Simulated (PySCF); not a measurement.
CdS. Atoms are numbered in the order given.

```xyz
2

Cd     0.0000     0.0000    -0.5677
S      0.0000     0.0000     1.7031
```

Geometry optimised at B3LYP-D3(BJ)/def2-TZVPD. The def2 effective core potentials stand for the cores of Cd; spin–orbit coupling is left out.

The numbers are results of CAM-B3LYP/def2-TZVPD in PySCF, not measurements.

The molecule is in vacuum.

| Item | Value |
|---|---|
| total energy | -565.90522 hartree |
| point group | C∞v |
| highest occupied level | -7.59 eV |
| lowest empty level | -3.35 eV |
| orbital gap | 4.24 eV |
| dipole moment | 6.14 D |
| quadrupole, principal values (traceless, Buckingham form, about the centre of nuclear charge) | -0.65, -0.65, 1.29 D·Å |
| mean static polarisability | 68.0 bohr³ (10.08 Å³) |
| polarisability, principal values | 54.2, 54.2, 95.8 bohr³ |
